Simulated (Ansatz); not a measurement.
`C[BH][Al]([OH])[InH2]` and `C[BH][Al]([OH])[F]` differ in one atom or group.

Ansatz, PBE0-D4/def2-TZVP geometries, multiplicity 1. Each molecule was computed in one conformer, which needn't be the lowest.

Elements past krypton have def2 core potentials.

| property | `C[BH][Al]([OH])[InH2]` |
| --- | --- |
| LUMO energy (ωB97M-V/def2-TZVPP) / eV | -0.64 |
| size of the dipole moment (B3LYP/def2-TZVPP) / D | 2.96 |
| HOMO–LUMO gap (PBE/def2-TZVPP) / eV | 2.08 |
| size of the dipole moment (ωB97M-V/def2-TZVPP) / D | 2.98 |
| HOMO–LUMO gap (B3LYP/def2-TZVPP) / eV | 3.51 |
| LUMO energy (PBE/def2-TZVPP) / eV | -3.12 |

Problem. Give the same properties after the change, and the shifts. (An estimate is asked.)

Solution. The calculation gave: 
```
                                          property  `C[BH][Al]([OH])[F]`  shift
             LUMO energy (ωB97M-V/def2-TZVPP) / eV                 -0.42   0.22
  size of the dipole moment (B3LYP/def2-TZVPP) / D                  1.42  -1.54
               HOMO–LUMO gap (PBE/def2-TZVPP) / eV                  3.22   1.14
size of the dipole moment (ωB97M-V/def2-TZVPP) / D                  1.37  -1.61
             HOMO–LUMO gap (B3LYP/def2-TZVPP) / eV                  4.99   1.48
                 LUMO energy (PBE/def2-TZVPP) / eV                 -3.28  -0.16
```

With PBE0 the HOMO falls by 1.54 eV and the LUMO falls by 0.05 eV, so the gap widens by about 1.49 eV. PBE moves the HOMO by -1.30 eV and ωB97M-V by -1.77 eV. Dipoles are sizes alone; their direction can turn.

B3LYP here is the variant with VWN-RPA as its local correlation; programs differ in this.
